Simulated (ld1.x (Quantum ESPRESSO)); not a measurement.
## Pd (Z = 46): one change to a PAW potential, before and after

Pd (Z = 46), PAW, made with ld1.x (Quantum ESPRESSO) 7.5 (PBE, scalar-relativistic). Core [Ar] 3d10, reference 4s2 4p6 4d9 5s1 5p0. Waves: 4s (bound): rcut 1.25, rcutus 1.35 bohr; 5s (bound): rcut 1.25, rcutus 1.35 bohr; 4p (bound): rcut 1.55, rcutus 2.15 bohr; 5p (bound, empty): rcut 1.55, rcutus 2.15 bohr; 4d (bound): rcut 1.00, rcutus 1.05 bohr; 4d channel at -0.1 Ry: rcut 1.00, rcutus 1.05 bohr. Local part: all-electron potential smoothed inside 1.20 bohr (lloc = -1). Core correction: a·sin(br)/r model core inside 1.05 bohr. Augmentation charge: PSQ, radius 0.85 bohr.

Change: augmentation PSQ, inside the norm-conserving radii.

Cutoffs: the cutoffs (Ry, on a coarse ladder) from which the occupation-weighted sum of valence levels, in a spherical-Bessel basis at the reference potential, stays within 10 and 1 mRy of its value at 400 Ry; they do not see the model core or the augmentation charge, which bear on the density cutoff. Errors are all-electron minus pseudo energies relative to the spin-unpolarised reference configuration.

Task: Predict the effect on cutoff, ghosts and configuration errors.

Result: The potential gets neither clearly harder nor softer (90 Ry and 180 Ry → 90 Ry and 180 Ry); the errors of the 7 common tests hardly move; neither file shows a bound ghost.

```csv
quantity,base,changed
"cutoff, loose",90 Ry,90 Ry
"cutoff, tight",180 Ry,180 Ry
bound ghosts,none,none
"error for 4s2 4p6 4d10 5s0 5p0, meV [ΔE -1.50 eV]",-1.5,-1.6
"error for 4s2 4p6 4d9 5s0 5p0, meV [ΔE 7.61 eV]",-1.6,-1.6
"error for 4s2 4p6 4d8 5s0 5p0, meV [ΔE 28.43 eV]",-2.1,-2.1
"error for 4s2 4p6 4d9 5s0 5p1, meV [ΔE 3.74 eV]",-0.7,-0.7
"error for 4s2 4p6 4d8 5s1 5p0, meV [ΔE 12.14 eV]",+0.4,+0.4
"error for 4s2 4p6 4d7 5s0 5p0, meV [ΔE 62.79 eV]",-5.9,-5.7
"error for 4s2 4p6 4d6 5s0 5p0, meV [ΔE 112.14 eV]",-20,-19
s: phases at 2.35 bohr within 0.05 rad from the reference energy up to (Ry; the scan ends near 5),to the end of the scan,to the end of the scan
p: phases at 2.35 bohr within 0.05 rad from the reference energy up to (Ry; the scan ends near 5),4.1,4.1
d: phases at 2.35 bohr within 0.05 rad from the reference energy up to (Ry; the scan ends near 5),to the end of the scan,to the end of the scan
lowest overlap eigenvalue by channel,"s 0.21, p 0.71, d 0.92","s 0.21, p 0.71, d 0.92"
```
